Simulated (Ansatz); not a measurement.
Gas-phase electronic energies from Ansatz, PBE0-D4/def2-TZVP geometries. CCSD(T)/CBS adds triple-zeta CCSD(T) − MP2 to the extrapolated MP2 energy (def2 sets, frozen cores). Functionals use def2-TZVPP. B3LYP here is the variant with VWN-RPA as its local correlation; programs differ in this. Elements past krypton have def2 core potentials. For Se, Ti, Zr outer-core shells are correlated without core-valence functions, which leaves a few kJ/mol of doubt a bond. Scalar relativity is left out up to krypton. Each species was taken in one conformer, which may not be the lowest.

Reaction (redistribution): `C[O][Ti]([F])([Cl])[SeH]` + `CC(C)(C)[NH][Zr]([F])([F])[F]` → `C[O][Ti]([F])([Cl])[NH]C(C)(C)C` + `[F][Zr]([F])([F])[SeH]`

`C[O][Ti]([F])([Cl])[SeH]`:

```xyz
10

C     0.327   -1.985   -0.014
O     0.184   -0.597   -0.031
Ti    0.108    1.115   -0.238
F     1.638    1.903    0.104
Cl   -0.539    1.618   -2.280
Se   -1.556    1.790    1.381
H    -0.017   -2.401   -0.964
H     1.376   -2.247    0.143
H    -0.274   -2.398    0.799
H    -1.247    3.202    1.099
```

`CC(C)(C)[NH][Zr]([F])([F])[F]`:

```xyz
19

C    -0.341    0.010   -1.366
C    -0.405   -0.377    0.108
C    -0.153   -1.875    0.259
C    -1.773   -0.014    0.679
N     0.637    0.371    0.813
Zr    1.957    1.691    0.064
F     3.011    2.272    1.541
F     1.021    3.146   -0.756
F     3.025    0.845   -1.281
H    -1.102   -0.523   -1.940
H    -0.527    1.081   -1.502
H     0.630   -0.247   -1.802
H    -0.918   -2.455   -0.262
H     0.824   -2.142   -0.149
H    -0.173   -2.164    1.314
H    -1.960    1.056    0.572
H    -1.826   -0.266    1.742
H    -2.569   -0.560    0.165
H     0.641    0.150    1.804
```

`C[O][Ti]([F])([Cl])[NH]C(C)(C)C`:

Cartesian coordinates in Å:
```
C -2.741 1.524 2.883
O -1.986 0.876 1.908
Ti -1.567 -0.174 0.575
F -1.731 -1.894 0.976
Cl -2.890 0.297 -1.162
N 0.188 0.251 0.152
C 1.115 -0.327 -0.818
C 0.480 -1.570 -1.430
C 1.390 0.705 -1.910
C 2.412 -0.704 -0.107
H -3.141 0.800 3.599
H -2.109 2.239 3.419
H -3.570 2.064 2.418
H 0.583 1.066 0.610
H -0.452 -1.321 -1.947
H 1.155 -2.014 -2.164
H 0.267 -2.321 -0.666
H 1.839 1.607 -1.487
H 2.080 0.303 -2.657
H 0.460 0.986 -2.409
H 2.218 -1.436 0.679
H 3.129 -1.132 -0.812
H 2.874 0.176 0.349
```

`[F][Zr]([F])([F])[SeH]`:

Z-matrix (Å, degrees):
```
Zr
F 1 1.887
F 1 1.891 2 111.5
F 1 1.891 2 111.5 3 120.0
Se 1 2.579 2 106.8 3 -120.0
H 5 1.474 1 87.8 2 179.8
```

| level | ΔE (kJ/mol) | difference from CCSD(T)/CBS |
| --- | --- | --- |
| r2SCAN-D4 | -3.0 | 4.1 |
| PBE0-D4 | -4.7 | 2.4 |
| ωB97X-V | -7.1 | 0.0 |
| ωB97M-V | -6.2 | 0.9 |
| r2SCAN | -2.0 | 5.1 |
| PBE0 | -3.3 | 3.8 |
| B3LYP | -2.0 | 5.1 |
| HF/CBS(def2) | -13.8 | -6.7 |
| MP2/CBS(def2) | -0.8 | 6.3 |
| CCSD/CBS(def2) | -10.3 | -3.2 |
| CCSD(T)/CBS | -7.1 | 0 |

Largest T1 diagnostic among the species: 0.023, so the coupled-cluster value is less sure than usual.

In def2-TZVPP, CCSD(T) changes the Hartree–Fock value by +9.5 kJ/mol (the triples alone add +3.2 kJ/mol) and MP2 by +15.7 kJ/mol.
